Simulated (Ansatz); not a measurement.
Ansatz (a program for electronic structure) input:

Ansatz 0.2 input:
```yaml
crystal:
  periodic: [false, false, false]
  atoms:
    - {symbol: C, position_ang: [-1.64689942, -0.75780096, 0.66812012]}
    - {symbol: C, position_ang: [-0.45192723, 0.18576980, 0.66047501]}
    - {symbol: O, position_ang: [-0.72986466, 1.40683897, -0.00022564]}
    - {symbol: C, position_ang: [0.73744896, -0.44877477, -0.04107498]}
    - {symbol: F, position_ang: [1.81690886, 0.38291310, -0.01106905]}
    - {symbol: F, position_ang: [0.45756909, -0.70903630, -1.35158376]}
    - {symbol: H, position_ang: [-1.40281960, -1.70258676, 1.15859310]}
    - {symbol: H, position_ang: [-1.97170223, -0.96286638, -0.35165578]}
    - {symbol: H, position_ang: [-2.47648915, -0.30702054, 1.21616471]}
    - {symbol: H, position_ang: [-0.11987733, 0.37249152, 1.69151831]}
    - {symbol: H, position_ang: [-1.51749609, 1.79654677, 0.39250015]}
    - {symbol: H, position_ang: [1.02526641, -1.39133212, 0.43343908]}
basis:
  gaussian:
    orbitals: def2-TZVPD
hamiltonian:
  xc: {name: BHLYP}
output: {forces: true}
```

What final total energy does it print?

-392.81883 Eh (BHLYP/def2-TZVPD). The basis has 285 functions.
